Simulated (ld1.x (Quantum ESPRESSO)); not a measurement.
boron, RRKJ: configuration errors across variants

ld1.x (Quantum ESPRESSO) 7.5 input, shortened:

```
&input
   title='B', zed=5., rel=1, dft='PBE', iswitch=3,
   config='[He] 2s2 2p1'
 /
 &inputp
   pseudotype=2, tm=.false., lloc=0,
   nlcc=.true., rcore=0.45
 /
2
2P  2  1   1.00   0.00  3.90  3.90  0.0
2S  1  0   2.00   0.00  1.00  1.00  0.0
 &test
   configts(1)='2s2 2p1'
 /
```

All-electron excitation energies from the reference (eV): (1) 2s2 2p0 8.220; (2) 2s1 2p0 33.642; (3) 2s2 2p0.5 2.887; (4) 2s1 2p1 14.361; (5) 2s2 2p1.3 -0.738; (6) 2s1 2p2 5.851; (7) 2s0 2p3 11.721.

3 further variants failed, have other tests or another functional or relativity, and are left out.

Errors AE − PS in meV (a dash: test not solved or not reliable):

```tsv
change	(1)	(2)	(3)	(4)	(5)	(6)	(7)	bound ghosts
base	+301	+825	+48	-142	+5.5	-65	-259	none
core correction a·sin(br)/r model core inside 0.50 bohr	+301	+826	+48	-142	+5.5	-65	-259	none
wave 2p (bound): rc 3.90 bohr becomes 2p (bound): rc 3.80 bohr	+275	+760	+43	-133	+4.8	-59	-237	none
wave 2s (bound): rc 1.00 bohr becomes 2s (bound): rc 0.94 bohr	+301	+827	+48	-142	+5.5	-65	-260	none
```

Task: Give the same row for: all radii but the core radius scaled by about 1.42 (s 1.42, p 5.52 bohr).

Result: +864, +2253, +165, -242, +29, -223, -919; bound ghosts: none.
